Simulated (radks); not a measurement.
The numbers below are computed, except where a source is named.
Task: The table gives one normalised radial function P(r) = r R(r) (large component) of Gd19+ in [Kr] 4d9 (r in bohr). Level of theory: Dirac Kohn-Sham, PBE, spin-unpolarised, spherical densities, finite nucleus; open shells fill j = l - 1/2 first; Fermi nuclear charge, rms radius 5.1569 fm (a radial shooting solver on a logarithmic mesh with Libxc functionals).

| r | P |
|---|---|
| 0.00186 | 0.0001 |
| 0.002384 | 0.0002 |
| 0.003055 | 0.0003 |
| 0.003914 | 0.0006 |
| 0.005016 | 0.0011 |
| 0.006428 | 0.0020 |
| 0.008171 | 0.0037 |
| 0.01047 | 0.0070 |
| 0.01342 | 0.0131 |
| 0.0172 | 0.0244 |
| 0.02204 | 0.0447 |
| 0.02824 | 0.0801 |
| 0.03618 | 0.1394 |
| 0.04637 | 0.2329 |
| 0.05942 | 0.3692 |
| 0.07554 | 0.5394 |
| 0.0968 | 0.7289 |
| 0.124 | 0.8674 |
| 0.159 | 0.8514 |
| 0.2037 | 0.5745 |
| 0.261 | 0.0081 |
| 0.3345 | -0.7153 |
| 0.4286 | -1.3092 |
| 0.5493 | -1.4895 |
| 0.6983 | -1.2181 |
| 0.8948 | -0.7087 |
| 1.147 | -0.2806 |
| 1.469 | -0.0689 |
| 1.883 | -0.0092 |

Which n and l does it have? It may be an empty orbital.

Result: n = 4, l = 2: the number of nodes gives n - l - 1 = 1, the rise at small r points to l (for j = l - 1/2 the large component starts outside the nucleus as r^gamma with gamma = sqrt(l^2 - (Z/c)^2) = 1.94 and the r^(l+1) term takes over further out; the orbital of l - 1 with the same j starts with the same power, but with a larger coefficient, and does not steepen), and the extent must fit the shell. The curve is that of 4d3/2; the two j differ most near the nucleus, where j = l - 1/2 has the larger amplitude, and in heavy atoms j = l - 1/2 is also the more compact. 4d3/2: eigenvalue -591.78 eV, 1 radial node at r = 0.262 bohr, <r> = 0.572 bohr, 90 % of the charge inside 0.842 bohr.
